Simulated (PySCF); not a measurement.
H$_{12}$CuN$_{4}$ (SMILES [NH3]->[Cu+2](<-[NH3])(<-[NH3])<-[NH3]), charge +2, doublet, geometry from GFN2-xTB (such geometries of metal compounds can be far from the true shape); B3LYP/STO-3G run with PySCF.

The PySCF input:
```python
from pyscf import gto, scf, dft

mol = gto.M(
    atom='''
Cu    0.000000    0.000000   -0.000000
N    -1.218799    1.650811    0.205364
H    -0.751043    2.408505    0.703911
H    -2.058198    1.434883    0.744167
H    -1.525194    2.026088   -0.693207
N    -1.651652   -1.219779   -0.192370
H    -2.411489   -0.754443   -0.689919
H    -2.023061   -1.521819    0.709277
H    -1.438022   -2.061778   -0.728023
N     1.220628   -1.650701    0.195129
H     1.518802   -2.026473   -0.705997
H     0.757448   -2.408120    0.698345
H     2.064915   -1.434479    0.726121
N     1.649823    1.219669   -0.208123
H     1.431305    2.061374   -0.742265
H     2.405084    0.754057   -0.712337
H     2.029453    1.522204    0.689927
''',
    basis='sto-3g',
    charge=2,
    spin=1,
    verbose=4,
)

mf = dft.UKS(mol)
mf.xc = 'b3lyp'
mf.diis = False
mf.max_cycle = 100
mf.kernel()
```

Task: What does PySCF print? Leave out banner, timings and long lists.

Result: 
```
PySCF version 2.14.0

[INPUT] verbose = 4
[INPUT] num. atoms = 17
[INPUT] num. electrons = 67
[INPUT] charge = 2
[INPUT] spin (= nelec alpha-beta = 2S) = 1
[INPUT] symmetry False subgroup None
[INPUT] Mole.unit = angstrom
[INPUT] Symbol           X                Y                Z      unit          X                Y                Z       unit  Magmom
[...]
nuclear repulsion = 418.167675510945
number of shells = 32
number of NR pGTOs = 150
number of NR cGTOs = 50
basis = sto-3g
ecp = {}

******** <class 'pyscf.dft.uks.UKS'> ********
method = UKS
initial guess = minao
damping factor = 0
level_shift factor = 0
DIIS disabled
SCF conv_tol = 1e-09
SCF conv_tol_grad = None
SCF max_cycles = 100
direct_scf = True
direct_scf_tol = 1e-13
number electrons alpha = 34  beta = 33
XC library pyscf.dft.libxc version 7.1.2
    S. Lehtola, C. Steigemann, M. J. T. Oliveira, and M. A. L. Marques,  SoftwareX 7, 1–5 (2018)
XC functionals = b3lyp
    P. J. Stephens, F. J. Devlin, C. F. Chabalowski, and M. J. Frisch,  J. Phys. Chem. 98, 11623 (1994)
radial grids:
    Treutler-Ahlrichs [JCP 102, 346 (1995); DOI:10.1063/1.469408] (M4) radial grids

becke partition: Becke, JCP 88, 2547 (1988); DOI:10.1063/1.454033
pruning grids: <function nwchem_prune>
grids dens level: 3
symmetrized grids: False
atomic radii adjust function: <function treutler_atomic_radii_adjust>
small_rho_cutoff = 0
Set gradient conv threshold to 3.16228e-05
tot grids = 193944
init E= -1842.76664682553

cycle= 1 E= -1821.04566302165  delta_E= 21.7  |g|= 2.43  |ddm|= 8.03
cycle= 2 E= -1836.39708578068  delta_E= -15.4  |g|= 1.58  |ddm|=  7.8
cycle= 3 E= -1801.69415157997  delta_E= 34.7  |g|= 7.62  |ddm|= 11.7
cycle= 4 E= -1832.71758576431  delta_E=  -31  |g|= 1.76  |ddm|=   12
cycle= 5 E= -1799.71965011975  delta_E=   33  |g|=  8.3  |ddm|= 11.8

cycle= 6 E= -1828.51620822955  delta_E= -28.8  |g|= 1.83  |ddm|= 11.9
cycle= 7 E= -1786.60656546472  delta_E= 41.9  |g|= 9.12  |ddm|= 12.2
cycle= 8 E= -1797.47081972777  delta_E= -10.9  |g|= 1.93  |ddm|= 14.6
cycle= 9 E= -1777.87852422665  delta_E= 19.6  |g|= 3.45  |ddm|= 15.1
cycle= 10 E= -1791.33866289859  delta_E= -13.5  |g|= 1.68  |ddm|= 15.7
cycle= 11 E= -1778.91744978541  delta_E= 12.4  |g|= 3.46  |ddm|= 15.6
cycle= 12 E= -1791.05988612227  delta_E= -12.1  |g|= 1.61  |ddm|= 15.6
cycle= 13 E= -1778.84757822618  delta_E= 12.2  |g|= 3.51  |ddm|= 15.6
cycle= 14 E= -1791.03506737556  delta_E= -12.2  |g|= 1.61  |ddm|= 15.6
[...]
cycle= 67 E= -1778.8357160469  delta_E= 12.2  |g|= 3.52  |ddm|= 15.6
cycle= 68 E= -1791.03234544086  delta_E= -12.2  |g|=  1.6  |ddm|= 15.6
cycle= 69 E= -1778.8357160469  delta_E= 12.2  |g|= 3.52  |ddm|= 15.6
cycle= 70 E= -1791.03234544086  delta_E= -12.2  |g|=  1.6  |ddm|= 15.6
cycle= 71 E= -1778.8357160469  delta_E= 12.2  |g|= 3.52  |ddm|= 15.6
cycle= 72 E= -1791.03234544086  delta_E= -12.2  |g|=  1.6  |ddm|= 15.6
cycle= 73 E= -1778.8357160469  delta_E= 12.2  |g|= 3.52  |ddm|= 15.6
cycle= 74 E= -1791.03234544086  delta_E= -12.2  |g|=  1.6  |ddm|= 15.6
cycle= 75 E= -1778.8357160469  delta_E= 12.2  |g|= 3.52  |ddm|= 15.6
cycle= 76 E= -1791.03234544086  delta_E= -12.2  |g|=  1.6  |ddm|= 15.6
cycle= 77 E= -1778.8357160469  delta_E= 12.2  |g|= 3.52  |ddm|= 15.6
cycle= 78 E= -1791.03234544086  delta_E= -12.2  |g|=  1.6  |ddm|= 15.6
cycle= 79 E= -1778.8357160469  delta_E= 12.2  |g|= 3.52  |ddm|= 15.6
cycle= 80 E= -1791.03234544086  delta_E= -12.2  |g|=  1.6  |ddm|= 15.6
cycle= 81 E= -1778.8357160469  delta_E= 12.2  |g|= 3.52  |ddm|= 15.6
cycle= 82 E= -1791.03234544086  delta_E= -12.2  |g|=  1.6  |ddm|= 15.6
cycle= 83 E= -1778.8357160469  delta_E= 12.2  |g|= 3.52  |ddm|= 15.6
cycle= 84 E= -1791.03234544086  delta_E= -12.2  |g|=  1.6  |ddm|= 15.6
cycle= 85 E= -1778.8357160469  delta_E= 12.2  |g|= 3.52  |ddm|= 15.6
cycle= 86 E= -1791.03234544086  delta_E= -12.2  |g|=  1.6  |ddm|= 15.6
cycle= 87 E= -1778.8357160469  delta_E= 12.2  |g|= 3.52  |ddm|= 15.6
cycle= 88 E= -1791.03234544086  delta_E= -12.2  |g|=  1.6  |ddm|= 15.6
cycle= 89 E= -1778.8357160469  delta_E= 12.2  |g|= 3.52  |ddm|= 15.6
cycle= 90 E= -1791.03234544086  delta_E= -12.2  |g|=  1.6  |ddm|= 15.6
cycle= 91 E= -1778.8357160469  delta_E= 12.2  |g|= 3.52  |ddm|= 15.6
cycle= 92 E= -1791.03234544086  delta_E= -12.2  |g|=  1.6  |ddm|= 15.6
cycle= 93 E= -1778.8357160469  delta_E= 12.2  |g|= 3.52  |ddm|= 15.6
cycle= 94 E= -1791.03234544086  delta_E= -12.2  |g|=  1.6  |ddm|= 15.6
cycle= 95 E= -1778.8357160469  delta_E= 12.2  |g|= 3.52  |ddm|= 15.6
cycle= 96 E= -1791.03234544086  delta_E= -12.2  |g|=  1.6  |ddm|= 15.6
cycle= 97 E= -1778.8357160469  delta_E= 12.2  |g|= 3.52  |ddm|= 15.6
cycle= 98 E= -1791.03234544086  delta_E= -12.2  |g|=  1.6  |ddm|= 15.6
cycle= 99 E= -1778.8357160469  delta_E= 12.2  |g|= 3.52  |ddm|= 15.6
cycle= 100 E= -1791.03234544086  delta_E= -12.2  |g|=  1.6  |ddm|= 15.6
SCF not converged.
SCF energy = -1791.03234544086 after 100 cycles  <S^2> = 0.75006511  2S+1 = 2.0000651
```

The run did not converge; its last values are not results.
